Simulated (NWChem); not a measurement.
# Correlation energy of CBr

```xyz
2

C      0.0000     0.0000     1.5506
Br     0.0000     0.0000    -0.2658
```
Charge 0, spin multiplicity 2.

Everything below was run with NWChem. Structure: optimised with UPBE0/def2-SVP, a minimum by its harmonic frequencies.

Basis set: STO-3G. Each correlation energy counts from its own Hartree-Fock reference.

The Hamiltonian is non-relativistic. The correlated methods keep 10 core orbitals frozen. This spin state was chosen for the runs; another may lie lower. The structure started from a generated list of species. The unpaired electrons of the parent sit in orbitals of symmetry b1 (C2v labels of the run); other states weren't searched. No SCF solution was tested for a lower state. Open-shell Hartree-Fock references start from PBE0 orbitals. Coupled-cluster values serve here as a point of comparison, not as the truth.

**Question.** For the correlation energy, UMP2 gives -37.7 mHa and SCS-UMP2 gives -39.7 mHa. What do CCSD on UHF, CCSD[T] on UHF, CCSD(T) on UHF give?

**Answer.** CCSD on UHF: -54.0 mHa; CCSD[T] on UHF: -57.5 mHa; CCSD(T) on UHF: -56.8 mHa.
